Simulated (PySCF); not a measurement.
## A thermochemical cycle for SiAs

PBE in PySCF with def2-TZVPPD on every atom, for the lowest determinant that a PBE0 search found; no spin–orbit coupling. SiAs, a doublet (π ↑), has De = 3.66 eV to neutral atoms, and SiAs⁺, a triplet (π ↑↑), has De = 3.33 eV to Si⁺ + As.

At the same level the Si atom ionises at 8.19 eV.

What is the adiabatic ionisation energy of the molecule, and does ionisation strengthen or weaken the bond?

IE = IE(Si) + De(neutral) − De(ion) = 8.19 + 3.66 − 3.33 = 8.52 eV. De changes by -0.33 eV, so ionisation weakens the bond.

Spin–orbit coupling is left out. For an ion De counts to the pair picked by the measured ionisation energies or electron affinities, which need not be the lowest pair at this level. States were picked by a PBE0 search and need not be the measured ground states.
